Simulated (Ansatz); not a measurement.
Reaction (formal hydrolysis of a C–C bond): `C/C=C(\C)[SiH3]` + H₂O → `C/C([SiH3])=C\O` + CH₄

Program: Ansatz. Geometries: PBE0-D4/def2-TZVP. ΔE: electronic, gas phase. CCSD(T)/CBS is the MP2 limit (def2-TZVPP, def2-QZVPP) plus CCSD(T) − MP2 in def2-TZVPP, frozen cores. This one scheme is used for every species. Double bonds are as drawn, so ΔE can hold a change between cis and trans. DFT in def2-TZVPP. Each species was taken in one conformer, which may not be the lowest.

CCSD(T)/CBS gives +18.5 kJ/mol.

(1) Another level gave +2.3 kJ/mol. Which?
A. MP2/def2-TZVPP
B. PBE-QIDH/def2-TZVPP
C. ωB97M-V/def2-TZVPP
D. B97M-V/def2-TZVPP

(2) What do rigid-rotor, harmonic-oscillator terms from PBE0-D4/def2-TZVP frequencies (298.15 K, 1 bar) make of the CCSD(T)/CBS value? (Estimate.)

Largest T1 diagnostic among the species: 0.012.

## Answers

(1) D. B97M-V 2.3, ωB97M-V 8.3, MP2/def2-TZVPP 17.9, PBE-QIDH 12.3 kJ/mol.

(2) Computed: ΔZPE = +1.4 kJ/mol, ΔH = +18.8 kJ/mol, ΔS = -11 J/(mol·K), ΔG = +22.0 kJ/mol.

At CCSD(T), def2-SVP lies −18.7 kJ/mol from the extrapolated value and def2-TZVPP −4.0 kJ/mol. From r2SCAN to r2SCAN0 (25 % exact exchange), in def2-TZVPP and without D4, ΔE moves by +4.8 kJ/mol.

CCSD(T)/CBS has its own doubt, a few kJ/mol and more with outer-core shells, so smaller differences from it don't rank the levels.
